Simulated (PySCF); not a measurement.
**Dipole response of In (indium, neutral)**

[Kr] 4d10 5s2 5p1, 2P determinant. All numbers are calculated (PySCF 2.14, the spin-free X2C one-electron Hamiltonian (Gaussian nucleus), in ANO-RCC-VTZP (7s6p4d2f1g, 68 functions)). Coupled (time-dependent) response in atomic units; α is the mean over directions. The basis has no added diffuse functions, which lowers α and C₆.

```
method  mean α (bohr³)         α xx, yy, zz  C₆ (like pair)  S(−4)
   UHF           43.47  41.04, 48.32, 41.04           448.9  615.3
   PBE           39.40  35.10, 47.98, 35.10           397.2  478.5
  PBE0           40.19  36.44, 47.68, 36.44           407.2  496.1
```

S(−4) is the Cauchy moment in α(ω) = α(0) + S(−4) ω² + …

Reference α: 65 ± 4 bohr³ (recommended; Schwerdtfeger and Nagle, table of static dipole polarizabilities (2023 update)). Published C₆: 779.0 (Chu and Dalgarno (2004); Tang, Norbeck and Certain (1976)).

Spin-orbit coupling is absent.

α(iu) at PBE0:

```json
{"u (hartree)": "0", "α(iu) (bohr³)": "40.19"}
{"u (hartree)": "0.0500", "α(iu) (bohr³)": "38.99"}
{"u (hartree)": "0.100", "α(iu) (bohr³)": "35.90"}
{"u (hartree)": "0.200", "α(iu) (bohr³)": "27.85"}
{"u (hartree)": "0.300", "α(iu) (bohr³)": "21.02"}
{"u (hartree)": "0.500", "α(iu) (bohr³)": "12.82"}
{"u (hartree)": "0.750", "α(iu) (bohr³)": "8.103"}
{"u (hartree)": "1.00", "α(iu) (bohr³)": "5.800"}
{"u (hartree)": "1.50", "α(iu) (bohr³)": "3.617"}
{"u (hartree)": "2.00", "α(iu) (bohr³)": "2.554"}
{"u (hartree)": "3.00", "α(iu) (bohr³)": "1.487"}
{"u (hartree)": "5.00", "α(iu) (bohr³)": "0.6735"}
```

A single London oscillator, α(iu) = α/(1 + u²/ω²), gives C₆ = (3/4) ω α². Matching the computed C₆ needs ω = 4 × 407.2 / (3 × 40.19²) = 0.336 hartree.

The components differ because the open shell of this determinant is not spherical; for a pure term their mean is the scalar polarisability.
